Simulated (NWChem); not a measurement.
C₂H₁₀AlNOSi; SMILES [CH3][Al]([CH3])[O][SiH2]N

```xyz
16

Si    -0.6132    -1.9148    -0.0252
N      0.7943    -2.9072     0.0484
O     -0.3557    -0.2851    -0.0166
Al     0.0529     1.3727    -0.0030
C      1.9434     1.8678    -0.0144
C     -1.3950     2.6814     0.0285
H     -1.3131    -2.2642    -1.2966
H     -1.4355    -2.2602     1.1720
H      1.3171    -2.9950     0.9124
H      1.4083    -2.9896    -0.7539
H      2.1507     2.7114     0.6651
H      2.6036     1.0317     0.2643
H      2.2470     2.2014    -1.0227
H     -1.6427     2.9516     1.0705
H     -1.1242     3.6192    -0.4833
H     -2.3189     2.2922    -0.4278
```
Atoms are numbered in this order, from 1.

Results from NWChem. Pople sets run with spherical d functions. Coordinates come from a PBE0/def2-SVP optimisation. No frequency run checked for a minimum. Ions are spin-unrestricted doublets at the neutral geometry; other ion states weren't tried.

| level | vertical ionisation energy, ΔSCF (eV) | −ε(HOMO) (eV) | ΔSCF minus −ε(HOMO) (eV) |
|---|---|---|---|
| B3LYP/6-31G* | 8.76 | 6.79 | 1.97 |
| PBE/6-31G* | 8.27 | 5.60 | 2.67 |
| PBE0/6-31G* | 8.87 | 7.09 | 1.78 |
| CAM-B3LYP/6-31G* | 9.26 | 8.47 | 0.79 |
| r2SCAN/6-31G* | 8.51 | 5.96 | 2.55 |
